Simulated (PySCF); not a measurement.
C₂H₆BFN₂, SMILES C=C(F)B(N)N.

The structure is a stationary point at PBE-D3(BJ)/def2-SVP. The geometry has at least one imaginary mode, so it is a saddle point at that level. This is a generated structure with no PubChem entry under its InChIKey; it may be hypothetical. Other conformers were not sampled.

Two levels are set side by side: TDA-PBE/def2-SVPD (PySCF) and TDA-LC-ωPBE/def2-SVPD (PySCF). Vertical, same geometry. The lowest singlet is HOMO→LUMO 91 % with PBE and HOMO→LUMO 61 %, HOMO−1→LUMO 25 % with the other functional; states are paired by order. Differences are taken from unrounded values.

| quantity | TDA-LC-ωPBE | TDA-PBE | TDA-PBE minus TDA-LC-ωPBE |
|---|---|---|---|
| lowest singlet excitation (eV) | 6.84 | 4.92 | -1.92 |
| lowest triplet excitation (TDA) (eV) | 3.73 | 3.87 | 0.14 |
| first bright state (f over 0.05) (eV) | 6.92 | 6.33 | -0.59 |
| its oscillator strength | 0.12 | 0.42 | 0.30 |

A lower first singlet is the usual sign of a functional without exact exchange. Differences between two approximate levels are no errors against the true value.

Rough cost on one machine, each run with all the roots and properties that it gave: TDA-LC-ωPBE against TDA-PBE about 3 times.
